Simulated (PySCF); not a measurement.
Species: C₆H₅N₂O (doublet state).
Geometry (GFN2-xTB, Å), atoms numbered from 1 in this order:
```
atom  x, y, z in Å
N1     3.4392   -1.2790    0.2162
C2     2.3877   -0.9610    0.5631
C3     1.1272   -0.5958    1.0287
C4     0.2460    0.1778    0.3194
C5     0.5724    0.6559   -1.0059
O6    -0.2249    1.1340   -1.8002
C7    -1.1432    0.4197    0.8382
C8    -2.0206   -0.1647   -0.1560
N9    -2.3364   -0.3708   -1.2840
H10    0.8717   -0.9648    2.0132
H11    1.6354    0.5370   -1.2759
H12   -1.3889    1.4866    0.8388
H13   -1.2860    0.0168    1.8413
H14   -1.8802   -0.0922   -2.1592
```

The hyperfine couplings belong to this conformer and change with its torsions.

The species is `[H]/N=[C]\C/C(C=O)=C/C#N` [radical].

Computed with UKS B3LYP, pcH-1 on C H N O, non-relativistic, mean-field spin-orbit, GIAO (PySCF). The structure is a single GFN2-xTB conformer in the gas phase; no vibrational or solvent corrections. A GFN2-xTB geometry isn't a minimum of the functional, and hyperfine couplings can be far from their values at a DFT geometry. The frame is twisted about the C4–C5 bond at this geometry (dihedral C7–C4–C5–O6 = -7°); couplings at other torsion angles weren't computed. No stability test was run, so a lower SCF solution isn't excluded.

Question: The isotropic 14N couplings are +82.7, +2.9 MHz. Assign them to N1; N9.

Answer: 
| site | a_iso (MHz) | ρ(0) (bohr⁻³) | position | distance from C8 (Å) | spin population | largest \|T\| (MHz) |
| --- | --- | --- | --- | --- | --- | --- |
| N1 | +2.9 | +0.0090 | 2 bonds from C3 | 5.58 | +0.12 | 10.2 |
| N9 | +82.7 | +0.2559 | 1 bond from C8 | 1.19 | +0.10 | 12.2 |

Question: Match the computed a_iso(13C) values +244.8, +49.8, +23.0, -17.8, +14.2, +5.6 MHz with the sites C2; C3; C4; C5; C7; C8.

Answer: 
| site | a_iso (MHz) | ρ(0) (bohr⁻³) | position | distance from C8 (Å) | spin population | largest \|T\| (MHz) |
| --- | --- | --- | --- | --- | --- | --- |
| C2 | -17.8 | -0.0158 | 1 bond from C3 | 4.54 | -0.06 | 7.0 |
| C3 | +23.0 | +0.0205 | a main spin site | 3.39 | +0.29 | 44.9 |
| C4 | +14.2 | +0.0127 | 1 bond from C3 | 2.34 | -0.03 | 13.3 |
| C5 | +5.6 | +0.0050 | 2 bonds from C3 | 2.85 | +0.06 | 10.7 |
| C7 | +49.8 | +0.0443 | 1 bond from C8 | 1.45 | -0.01 | 6.2 |
| C8 | +244.8 | +0.2178 | largest spin population | 0.00 | +0.47 | 72.7 |

Question: Match the computed a_iso(1H) values +178.3, -17.7, +10.7, -5.0 MHz (means over equivalent nuclei) with the sites H10; H11; H12/H13; H14.

Answer: 
```json
{"site": "H10", "a_iso (MHz)": "-17.7", "ρ(0) (bohr⁻³)": "-0.0040", "position": "1 bond from C3", "distance from C8 (Å)": "3.70", "bound to": "C3", "spin population there": "+0.29", "largest |T| (MHz)": "10.1"}
{"site": "H11", "a_iso (MHz)": "-5.0", "ρ(0) (bohr⁻³)": "-0.0011", "position": "3 bonds from C3", "distance from C8 (Å)": "3.89", "bound to": "C5", "spin population there": "+0.06", "largest |T| (MHz)": "3.5"}
{"site": "H12/H13", "a_iso (MHz)": "+10.7", "ρ(0) (bohr⁻³)": "+0.0024", "position": "2 bonds from C8", "distance from C8 (Å)": "2.08", "bound to": "C7", "spin population there": "-0.01", "largest |T| (MHz)": "6.8"}
{"site": "H14", "a_iso (MHz)": "+178.3", "ρ(0) (bohr⁻³)": "+0.0399", "position": "2 bonds from C8", "distance from C8 (Å)": "2.01", "bound to": "N9", "spin population there": "+0.10", "largest |T| (MHz)": "8.8"}
```

ρ(0) is the spin density at the nucleus and T the dipolar tensor; entries for several nuclei are means. The Mulliken spin populations are largest on C8 (+0.47), C3 (+0.29), N1 (+0.12) and N9 (+0.10). Main spin sites, with 60 % or more of the largest population: C3, C8; positions count bonds from the nearest.

Class means assume fast exchange of nuclei equivalent by connectivity; if that motion is slow, each nucleus keeps its own coupling. The 1H value of +10.7 MHz is a mean of couplings from -13.4 to 34.7 MHz in this one geometry, not an average over conformers.

The SMILES `[H]/N=[C]\C/C(C=O)=C/C#N` draws the unpaired electron on C8, whose computed spin population is only +0.47.
